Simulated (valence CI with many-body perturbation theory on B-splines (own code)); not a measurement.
Results of a calculation; reference values are marked as such.
Hyperfine factors and g values of Dy¹⁵⁺

Level of theory: valence CI with perturbative core correlation (CI+MBPT): five valence electrons over a frozen Dirac-Fock core [Kr] 4d10, a basis of 7 s, 7 p, 7 d, 7 f, 4 g, 2 h functions for each j, with the one-electron correlation potential Σ1 (screened to all orders), the two-electron term Σ2, the three-electron term Σ3, Breit, model QED; selected single and double excitations, second order for the rest, scaled by the run's own slope (own B-spline code, finite nucleus).

No measured levels were compared; by estimate terms of the open shell hold to a few per cent of their energy, and close levels can change places; configurations with another count of f electrons can be misplaced by thousands of cm⁻¹. Among the levels kept, up to 1300 cm⁻¹ of a level comes from second order outside the variational space, and about a tenth of that is noise between levels of different J, which matters for small intervals.

A/g_I is the dipole constant over the nuclear g factor μ/I (μ in nuclear magnetons, uniformly magnetised nucleus), B/Q the quadrupole constant per barn. Both hold the static response of the core; the bare values leave it out. Large factors of s and p1/2 electrons are usually good to 5 to 10 %; those of open d and f shells near neutrality can be off by tens of per cent, and small factors of p3/2, d and f electrons come from cancelling terms and can be off by a factor of two or in sign, in half-filled shells by more. B is blank for J = 1/2, where it vanishes, and for nearly pure S terms. Energies count from the lowest level.

Names give the largest LS component (configuration and term), which can be under half, so a name can repeat, a term be missing and a line seem to break the LS rules; names also repeat where a configuration has a term twice. Letters in brackets count levels of one name in rising energy.

| Level | E (eV) | g | A/g_I (MHz) | A/g_I bare | B/Q (MHz/b) | B/Q bare |
| --- | --- | --- | --- | --- | --- | --- |
| 4f⁵ ⁶H°_5/2 | 0.0000 | 0.309 | 2810 | 2000 | -1590 | -1300 |
| 4f⁵ ⁶H°_7/2 | 0.3218 | 0.832 | 1540 | 1390 | -1350 | -1110 |
| 4f⁵ ⁶H°_9/2 | 0.6764 | 1.070 | 980 | 1130 | -1390 | -1150 |
| 4f⁵ ⁶H°_11/2 | 1.045 | 1.197 | 696 | 1020 | -1600 | -1340 |
| 4f⁵ ⁶H°_13/2 | 1.414 | 1.272 | 544 | 969 | -1940 | -1630 |
| 4f⁵ ⁶F°_1/2 | 1.472 | -0.633 | 5760 | 3960 |  |  |
| 4f⁵ ⁶F°_3/2 | 1.518 | 1.045 | 1250 | 1440 | -152 | -124 |
| 4f⁵ ⁶F°_5/2 | 1.633 | 1.287 | 572 | 1030 | -134 | -116 |
| 4f⁵ ⁶H°_15/2 | 1.776 | 1.319 | 466 | 961 | -2390 | -2010 |
| 4f⁵ ⁶F°_7/2 | 1.894 | 1.379 | 264 | 818 | 114 | 78.1 |
| 4f⁴5s ⁶I_7/2 | 2.117 | 0.453 | -16200 | -15500 | -821 | -677 |
| 4f⁵ ⁶F°_9/2 | 2.242 | 1.423 | 127 | 724 | 467 | 362 |
| 4f⁴5s ⁶I_9/2 | 2.468 | 0.831 | -643 | -607 | -725 | -610 |
| 4f⁵ ⁶F°_11/2 | 2.633 | 1.445 | 73.6 | 699 | 903 | 719 |
| 4f⁴5s ⁶I_11/2 | 2.886 | 1.034 | 5420 | 5250 | -710 | -609 |
| 4f⁴5s ⁶I_13/2 | 3.342 | 1.155 | 8210 | 7980 | -739 | -644 |
| 4f⁵ ⁴G°_5/2 [a] | 3.590 | 0.788 | 1820 | 1670 | -1480 | -1220 |
| 4f⁴5s ⁶I_15/2 | 3.814 | 1.232 | 9670 | 9420 | -800 | -704 |
| 4f⁵ ⁴F°_3/2 [a] | 3.903 | 0.445 | 2570 | 1950 | -122 | -98.7 |
| 4f⁵ ⁴M°_15/2 | 4.064 | 0.893 | 1470 | 1420 | 1170 | 936 |
| 4f⁵ ⁴G°_7/2 [a] | 4.236 | 1.065 | 1070 | 1240 | -1380 | -1150 |
| 4f⁵ ⁴I°_9/2 | 4.278 | 0.745 | 1800 | 1560 | -1090 | -881 |
| 4f⁴5s ⁶I_17/2 | 4.291 | 1.284 | 10500 | 10300 | -887 | -786 |
| 4f⁵ ⁴I°_11/2 [a] | 4.379 | 0.904 | 1440 | 1400 | -692 | -572 |
| 4f⁵ ⁴I°_13/2 [a] | 4.435 | 0.979 | 1280 | 1350 | -273 | -243 |
| 4f⁵ ⁴M°_17/2 | 4.625 | 0.989 | 1220 | 1290 | 1540 | 1250 |
| 4f⁴5s ⁴I_9/2 [a] | 4.736 | 0.743 | 7510 | 6930 | -961 | -800 |
| 4f⁵ ⁴G°_5/2 [b] | 4.802 | 1.009 | 1330 | 1470 | -475 | -390 |
| 4f⁵ ⁴I°_15/2 [a] | 4.870 | 1.074 | 1020 | 1200 | -387 | -340 |
| 4f⁵ ⁴G°_9/2 [a] | 4.952 | 1.176 | 785 | 1090 | -1200 | -1010 |
| 4f⁵ ⁴M°_19/2 | 5.053 | 1.071 | 1040 | 1210 | 1640 | 1330 |
| 4f⁵ ⁴F°_5/2 [a] | 5.082 | 1.383 | 298 | 870 | -678 | -567 |
| 4f⁴5s ⁶F_1/2 | 5.129 | -0.623 | -50500 | -48400 |  |  |
| 4f⁴5s ⁶F_3/2 | 5.193 | 1.059 | 5130 | 5100 | 59.2 | 48.4 |
| 4f⁵ ⁴L°_13/2 | 5.249 | 0.925 | 1340 | 1320 | -382 | -309 |
| 4f⁴5s ⁶F_5/2 | 5.344 | 1.312 | 15200 | 14700 | 183 | 149 |
| 4f⁵ ⁴M°_21/2 | 5.370 | 1.130 | 924 | 1180 | 1640 | 1320 |
| 4f⁴5s ⁴I_11/2 [a] | 5.379 | 0.958 | -767 | -591 | -822 | -700 |
| 4f⁵ ⁴K°_11/2 [a] | 5.400 | 0.846 | 1520 | 1400 | -921 | -736 |
| 4f⁵ ⁴L°_15/2 | 5.423 | 1.032 | 1130 | 1250 | -74.2 | -69.1 |

Take the isotope of mass number 163, with I = 5/2, μ = 0.671 μN and Q = 2.65 b. What is the hyperfine structure of 4f⁵ ⁶H°_7/2?

From the table A = 414 MHz, B = -3570 MHz. Shifts from the centre of gravity in MHz: F = 1: -6570, F = 2: -4720, F = 3: -2330, F = 4: 140, F = 5: 2080, F = 6: 2730.
